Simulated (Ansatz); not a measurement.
Species: C8H7ClSSi, SMILES `[SiH3]c1cc2sccc2cc1Cl` (charge 0, multiplicity 1).

Task: Give a relaxed geometry from PBE0-D3(BJ)/def2-SVP in Ansatz (an electronic-structure program).

Result: the end point of this relaxation (outside a Z-matrix the atoms follow the SMILES, hydrogens last).
Z-matrix (Å, degrees):
```
C
H 1 1.0930
C 1 1.3950 2 119.98
C 1 1.3969 2 120.14 3 180.00
C 3 1.4139 1 117.93 2 180.00
C 5 1.3832 3 123.09 1 0.00
H 6 1.0912 5 120.29 3 180.00
C 6 1.4051 7 120.95 5 -180.00
C 8 1.4352 6 129.39 7 0.00
C 9 1.3611 8 112.32 6 -180.00
H 10 1.0899 9 127.31 8 -180.00
H 9 1.0905 10 123.72 11 0.00
S 10 1.7307 11 119.19 9 -180.00
Cl 5 1.7409 6 118.53 7 0.00
Si 3 1.8822 1 120.49 2 0.00
H 15 1.4926 3 111.46 1 -118.96
H 15 1.4926 16 109.04 3 123.46
H 15 1.4950 16 109.07 17 119.01
```
